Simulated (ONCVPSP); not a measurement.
Before and after: ONCV potential for bromine

bromine (Br), optimised norm-conserving Vanderbilt (ONCV), made with ONCVPSP 4.0.1 (PBEsol, non-relativistic). Core [Ar] 3d10, reference 4s2 4p5. Waves: 4s: rc 1.50 bohr, ncon 4, nbas 7, qcut 4 1/bohr, 2 projectors, debl 1.3 Ha; 4p: rc 1.20 bohr, ncon 4, nbas 8, qcut 6.6 1/bohr, 1 projector; d scattering state at 0.15 Ha: rc 1.45 bohr, ncon 4, nbas 8, qcut 7.3 1/bohr, 3 projectors, debl 1.2 Ha. Local part: polynomial inside 0.85 bohr (lpopt 5, dvloc0 0 Ha). Core correction: none.

All-electron outer shells of the reference configuration (PBEsol, non-relativistic, ld1.x):

```json
{"shell": "3p", "level (eV)": "-171.44", "outermost node (bohr)": "0.21", "outermost maximum (bohr)": "0.49"}
{"shell": "3d", "level (eV)": "-68.34", "outermost node (bohr)": "–", "outermost maximum (bohr)": "0.43"}
{"shell": "4s", "level (eV)": "-19.42", "outermost node (bohr)": "0.68", "outermost maximum (bohr)": "1.45"}
{"shell": "4p", "level (eV)": "-7.89", "outermost node (bohr)": "0.71", "outermost maximum (bohr)": "1.68"}
```

Change: local potential polynomial inside 0.85 bohr (lpopt 5, dvloc0 4 Ha).

Cutoffs: the cutoffs (Ha) at which the residual kinetic energy of the hardest occupied pseudo-wave falls to 1 and 0.1 mHa per electron; they do not see the model core or the augmentation charge, which bear on the density cutoff. Errors are all-electron minus pseudo energies relative to the spin-unpolarised reference configuration.

Question: How do hardness, ghosts and transferability respond?

Answer: The potential gets neither clearly harder nor softer (115 Ha and 145 Ha → 115 Ha and 145 Ha); both files keep a bound ghost (d, s); the lowest positive-energy flag moves from p at 23.5 eV to none; of the 4 tests that both files solve, the error grows in 0 and shrinks in 4 by more than 15 % and 0.3 meV (median size 22.2 → 10.5 meV).

| quantity | base | changed |
| --- | --- | --- |
| cutoff, loose | 115 Ha | 115 Ha |
| cutoff, tight | 145 Ha | 145 Ha |
| bound ghosts | s, d | d, s |
| GHOST(+) flags under 300 eV | p at 23.5 eV | none |
| error for 4s2 4p4, meV [ΔE 12.58 eV] | +7.7 | +3.8 |
| error for 4s2 4p3, meV [ΔE 35.35 eV] | +37 | +17 |
| error for 4s2 4p2, meV [ΔE 69.31 eV] | +82 | +35 |
| error for 4s2 4p4.5, meV [ΔE 5.09 eV] | +1.7 | +0.9 |
| s: phases at 1.52 bohr within 0.05 rad from the reference energy up to (Ha; the scan ends near 5) | to the end of the scan | to the end of the scan |
| p: phases at 1.22 bohr within 0.05 rad from the reference energy up to (Ha; the scan ends near 5) | 0.2 | 0.3 |
| d: phases at 1.48 bohr within 0.05 rad from the reference energy up to (Ha; the scan ends near 5) | to the end of the scan | to the end of the scan |

 A true bound ghost makes a file unfit for plane-wave use even where its test errors are small: the radial tests pick states by their node count and pass the ghost by.
